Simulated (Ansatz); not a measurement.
Reaction (ligand exchange at a Zn–O bond): `CC1=CC(C)=[O+][Zn-]([OH])[O]1` + HCl → `CC1=CC(C)=[O+][Zn-]([Cl])[O]1` + H₂O

Computed with Ansatz on PBE0-D4/def2-TZVP structures; ΔE is electronic, products minus reactants. CBS: MP2 limit from def2 TZ/QZ plus the TZ coupled-cluster correction, frozen cores. This one scheme is used for every species. DFT in def2-TZVPP. B3LYP here is the variant with VWN-RPA as its local correlation; programs differ in this. HSE06 is defined as in plane-wave codes. For Zn outer-core shells are correlated without core-valence functions, which leaves a few kJ/mol of doubt a bond. Scalar relativity is left out up to krypton. Each species was taken in one conformer, which may not be the lowest.

```tsv
level	ΔE (kJ/mol)	difference from CCSD(T)/CBS
LDA (SPW92)	-96.0	11.0
PBE-D4	-98.9	8.1
revPBE-D4	-99.2	7.8
BLYP-D4	-94.1	12.9
r2SCAN-D4	-104.8	2.2
B97M-V	-104.7	2.3
PBE0-D4	-109.9	-2.9
B3LYP-D4	-103.3	3.7
r2SCANh-D4	-108.3	-1.3
HSE06-D4	-110.2	-3.2
BHLYP-D4	-114.4	-7.4
CAM-B3LYP-D4	-102.4	4.6
ωB97X-V	-105.2	1.8
ωB97M-V	-106.6	0.4
B2PLYP	-101.0	6.0
PBE-QIDH	-110.5	-3.5
PBE	-97.7	9.3
revPBE	-98.2	8.8
BLYP	-91.9	15.1
r2SCAN	-104.4	2.6
PBE0	-108.7	-1.7
B3LYP	-101.3	5.7
r2SCANh	-107.8	-0.8
r2SCAN0	-112.6	-5.6
HSE06	-109.0	-2.0
CAM-B3LYP	-101.1	5.9
LC-ωPBE	-104.0	3.0
RPA@PBE/def2-TZVPP	-91.7	15.3
HF/def2-SVP	-127.8	-20.8
MP2/def2-SVP	-102.9	4.1
CCSD/def2-SVP	-103.0	4.0
CCSD(T)/def2-SVP	-101.4	5.6
HF/def2-TZVPP	-125.4	-18.4
SCS-MP2/def2-TZVPP	-99.6	7.4
CCSD/def2-TZVPP	-103.1	3.9
CCSD(T)/def2-TZVPP	-100.7	6.3
HF/def2-QZVPP	-125.0	-18.0
SCS-MP2/def2-QZVPP	-103.1	3.9
MP2/CBS(def2)	-107.4	-0.4
CCSD/CBS(def2)	-109.4	-2.4
CCSD(T)/CBS	-107.0	0
```

Largest T1 diagnostic among the species: 0.017.

At CCSD(T), def2-SVP lies +5.6 kJ/mol from the extrapolated value and def2-TZVPP +6.3 kJ/mol. In def2-TZVPP, CCSD(T) changes the Hartree–Fock value by +24.8 kJ/mol (the triples alone add +2.5 kJ/mol) and MP2 by +24.4 kJ/mol. From PBE to PBE0 (25 % exact exchange), in def2-TZVPP and without D4, ΔE moves by −11.0 kJ/mol.

CCSD(T)/CBS has its own doubt, a few kJ/mol and more with outer-core shells, so smaller differences from it don't rank the levels.
